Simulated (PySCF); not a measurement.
Stepwise substitution at one centre (In NH2-H). Gas-phase values, no solvent. One relaxed conformer stands for each flexible species; it need not be the lowest. Strings in code marks are SMILES.

Computed with PBE-D3(BJ)/def2-TZVP // CAM-B3LYP-D3(BJ)/def2-TZVP (PySCF 2.14.0). Excitations are Tamm–Dancoff values on a coarser integration grid. The basis has no diffuse functions, so Rydberg states are missing or too high.

| species | HOMO–LUMO gap (eV) | S1 oscillator strength | T1 excitation (TDA) (eV) |
|---|---|---|---|
| 0 of 3 NH2 replaced by H (`[NH2][In]([NH2])[NH2]`) | 3.82 | 0.013 | 3.62 |
| 1 of 3 NH2 replaced by H (`[NH2][InH][NH2]`) | 4.16 | 0.001 | 3.91 |
| 2 of 3 NH2 replaced by H (`[NH2][InH2]`) | 3.90 | 0.094 | 3.53 |
| 3 of 3 NH2 replaced by H (`[InH3]`) | 4.36 | – | – |
